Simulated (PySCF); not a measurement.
Compound: Cl2CrO2 (singlet state).
Structure used (PBE0-D3(BJ)/def2-SVP), in Å, numbered top down from 1:
```
atom  x, y, z in Å
O1    -0.4649   -0.8507    1.2588
Cr2   -0.0592   -0.1104   -0.0115
O3    -0.7903   -0.7322   -1.1958
Cl4   -0.6117    1.9210    0.1543
Cl5    2.0182   -0.3323   -0.3023
```

Computed, not measured: TDDFT CAM-B3LYP/def2-SVPD, vertical, gas phase, core orbitals frozen in the response (PySCF).

Ground-to-excited transition dipoles (e·a0, same axes as the geometry; the sign carries no meaning), for the states with f of 0.002 or more among the lowest 4:

```tsv
state	E (eV)	μx	μy	μz
S3	3.272	-0.314	0.268	0.054
S4	3.543	-0.424	0.361	0.073
```

Task: Work out the oscillator strengths.

Result: f = (2/3) ΔE |μ|² with ΔE in hartree (27.2114 eV).

```csv
state,|μ|² (au),|μ| (D),f
S3,0.173,1.06,0.014
S4,0.315,1.43,0.027
```

Task: Label these states by symmetry in C2v.

Result: From a totally symmetric ground state, an allowed state transforms like the component of the dipole operator along its μ. Polarised across the twofold axis, so B1 or B2: S3 and S4. Which of B1 and B2 hangs on the choice of axes; all of these are parallel and share one label.

Task: Which bond between heavy atoms lies closest to the direction of the S4 transition dipole?

Result: Cr2–Cl5 and Cr2–Cl4, at 34° from it; next O1–Cr2 and Cr2–O3 at 90°.

Task: What angle do the transition dipoles of S3 and S4 make?

Result: |cos θ| = |μa·μb| / (|μa| |μb|) = 1.00, so θ ≈ 0° (taken between 0 and 90°, since the signs are arbitrary).

Task: What peak molar absorption coefficient would the strongest computed level give as a lone Gaussian band 0.4 eV wide at half height?

Result: ε(max) = 2.175×10⁸ f / FWHM, with the width in cm⁻¹. S4: 2.175×10⁸ × 0.0274 / 3226 ≈ 1800 L mol⁻¹ cm⁻¹.

All these states lie below the vertical ionisation energy of 12.06 eV (ΔSCF).
